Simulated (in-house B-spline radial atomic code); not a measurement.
Configurations of the chromium ion Cr⁶⁺, with energies counted from [Ne] 3s2 3p6. All numbers are computed (Dirac-Hartree-Fock, average of configuration; Fermi nucleus of rms radius 3.6452 fm) with a B-spline radial code for spherical atoms, not measured. Energies include first-order Breit, QED and recoil terms.

Occupations are held fixed; configurations that lie above the ionisation limit could autoionise.

| configuration | E - E(ref) (eV) | highest orbital | its <r> (bohr) |
| --- | --- | --- | --- |
| [Ne] 3s1 3p6 (4p3/2)1 | 130.46 | 4p3/2 | 2.065 |
| [He] 2s2 (2p1/2)1 (2p3/2)4 3s2 3p6 (4d5/2)1 | 665.6 | 4d5/2 | 2.27 |
| [He] 2s2 (2p1/2)2 (2p3/2)3 3s2 3p6 (6p1/2)1 | 685.84 | 6p1/2 | 5.612 |
| [He] 2s2 (2p1/2)1 (2p3/2)4 3s2 3p6 (5g9/2)1 | 692.56 | 5g9/2 | 3.918 |
| [He] 2s2 (2p1/2)1 (2p3/2)4 3s2 3p6 (6f5/2)1 | 700.21 | 6f5/2 | 6.606 |
| [He] 2s2 (2p1/2)1 (2p3/2)4 3s2 3p6 (7f5/2)1 | 705.3 | 7f5/2 | 9.347 |

Problem. Order these further configurations by energy, lowest first.
A. [Ne] 3s2 (3p1/2)1 (3p3/2)4 (7f5/2)1
B. [Ne] 3s1 3p6 (7f5/2)1
C. [Ne] 3s1 3p6 (5p1/2)1
D. [He] 2s2 (2p1/2)2 (2p3/2)3 3s2 3p6 (6d5/2)1
E. [He] 2s2 (2p1/2)2 (2p3/2)3 3s2 3p6 (5d5/2)1

Solution. A (146.34 eV), C (158.98 eV), B (183.12 eV), E (678.56 eV), D (689.2 eV).

Problem. How far above the reference does [Ne] 3s2 (3p1/2)1 (3p3/2)4 (6g7/2)1 lie?

Solution. 141.71 eV; its least bound orbital is 6g7/2 with <r> = 6.268 bohr.
